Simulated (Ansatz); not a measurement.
In₃⁻ was relaxed with PBE-D4 (def2-SVPD) in Ansatz in these states: charge -1 quintet, charge -1 triplet. The geometries follow in no particular order.

In the def2 sets In takes a core potential; there is no spin–orbit coupling.

A:

Cartesian coordinates in Å:
```
In -1.607 0.708 -0.465
In 0.405 -1.740 0.340
In 1.201 1.032 0.126
```

B:

```xyz
3

In    1.551   -0.923    0.006
In    0.023    1.804   -0.049
In   -1.574   -0.881    0.044
```

Judge from the bond lengths which geometry belongs to which state (an estimate).

A is the charge -1 triplet (In1–In3 2.887 Å, In2–In3 2.892 Å, In1–In2 3.269 Å); B is the charge -1 quintet (In1–In3 3.126 Å, In2–In3 3.126 Å, In1–In2 3.126 Å).

At PBE-D4/def2-SVPD the highest occupied level of the charge -1 triplet lies above zero (up to 0.59 eV). It is a level of β spin, whose loss leaves a quartet; that state wasn't run at this geometry and level. The electron is either unbound and held by the finite basis, or the level is raised by self-interaction error. At PBE-D4/def2-SVPD the highest occupied level of the charge -1 quintet lies above zero (up to 0.58 eV). It is a level of α spin, whose loss leaves a quartet; that state wasn't run at this geometry and level. The electron is either unbound and held by the finite basis, or the level is raised by self-interaction error. At PBE-D4/def2-SVPD the gap within one spin of the charge -1 triplet nearly closes, so an electron or hole may be smeared out by delocalisation error. At PBE0-D4/def2-TZVPD a quintet lies 0.06 eV below the charge -1 triplet. These are the stationary points nearest to one start from a short search; other shapes may lie lower in each state.
